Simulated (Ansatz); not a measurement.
```yaml
crystal:
  periodic: [false, false, false]
  atoms:
    - {symbol: Si, position_ang: [-0.972022, 0.380502, -0.923261]}
    - {symbol: Si, position_ang: [1.224327, 0.674155, -0.159280]}
    - {symbol: Sn, position_ang: [-0.220358, -1.054161, 1.061126]}
    - {symbol: H, position_ang: [-1.166376, -0.267143, -2.245488]}
    - {symbol: H, position_ang: [-1.942674, 1.480082, -0.690408]}
    - {symbol: H, position_ang: [1.554780, 1.950881, 0.523590]}
    - {symbol: H, position_ang: [2.329284, 0.204516, -1.033391]}
    - {symbol: H, position_ang: [0.084777, -2.709311, 0.832092]}
    - {symbol: H, position_ang: [-0.803238, -0.705922, 2.618020]}
basis:
  gaussian: {orbitals: def2-mTZVPP, final_grid: {core_spheres: 8, valence_spheres: 7, degree: 23}}
magnetization: {spin_polarized: true, initial_magnetization: 2}
hamiltonian: {xc: {name: HF}}
correlation: {method: mp2, frozen_orbitals: {Si: 0}}
output: {forces: true}
```

```sh
$ ansatz run in.yaml --threads 2 --pin off --events-out ev --progress --plain --max-ram 4352MiB
```

**Question.** How does Ansatz answer? (Best estimate.)

**Answer.** Computed: The input was rejected before any iteration.
```
Functional definition: HF
  name "HF"
  cite "Fock, Z. Phys. 61, 126 (1930) doi:10.1007/BF01340294"
  parent pbe
  exchange = exact_x
  correlation = 0
Error: "frozen_orbitals" has no count for Sn
```
